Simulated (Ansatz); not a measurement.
Ansatz (an electronic-structure program) input for Te(Et)(SiH3) (C2H8SiTe), SMILES CC[Te][SiH3], PBE/def2-SVPD. The structure is a stationary point at B3LYP-D3(BJ)/def2-SVP. This is a generated structure with no PubChem entry under its InChIKey; it may be hypothetical. The def2 effective core potentials stand for the cores of Te; spin–orbit coupling is left out. The values are those of a single conformer.

Ansatz 0.2 input:
```yaml
crystal:
  periodic: [false, false, false]
  atoms:
    - {symbol: Te, position_ang: [0.11535807, 0.04384081, 0.74691352]}
    - {symbol: C, position_ang: [1.48280927, -0.63597080, -0.84688146]}
    - {symbol: C, position_ang: [1.67624834, 0.36277343, -1.97577272]}
    - {symbol: H, position_ang: [1.08349060, -1.59687511, -1.19984549]}
    - {symbol: H, position_ang: [2.42124207, -0.83790527, -0.31027910]}
    - {symbol: H, position_ang: [2.06005779, 1.32476320, -1.60385943]}
    - {symbol: H, position_ang: [0.73442340, 0.56495704, -2.50939516]}
    - {symbol: H, position_ang: [2.39725980, -0.03061826, -2.71402487]}
    - {symbol: Si, position_ang: [-1.90583605, -0.00090403, -0.74754399]}
    - {symbol: H, position_ang: [-1.98040800, -1.31122836, -1.45835786]}
    - {symbol: H, position_ang: [-1.88840733, 1.08545368, -1.76998540]}
    - {symbol: H, position_ang: [-3.09891886, 0.17357141, 0.12778493]}
basis:
  gaussian:
    orbitals: def2-SVPD
hamiltonian:
  xc: {name: PBE}
```

Log of the run:

```
WARN ansatz: RAYON_NUM_THREADS=1 ignored (pool sized by the plan → 1); use --threads N
Functional definition: PBE
integrals: 0.10 GiB planned
1458 factors; their error is unknown
mean field: 0.67 GiB planned
mean field evaluation 1: about -17354.0774 eV, gradient 6.1e1 eV
mean field evaluation 2: about -17322.5028 eV, gradient 1.2e2 eV
mean field evaluation 4: about -17363.7083 eV, gradient 1.1e1 eV
mean field evaluation 8: about -17364.0879 eV, gradient 1.5e-1 eV
mean field evaluation 16: about -17364.0444 eV, gradient 2.0e-4 eV
mean field -17364.04435480 eV, -638.1168602671 hartree, gradient 3.7e-5 eV, S^2 0.000000; 0 other end points of the search recorded, 0 dependent functions left out
reference -17364.04442048 eV, -638.1168626807 hartree; 29, 29 occupied and 134, 134 virtual orbitals, 1458 factors
Total energy: -17364.04442048 eV, -638.1168626807 hartree
```

The run converged.
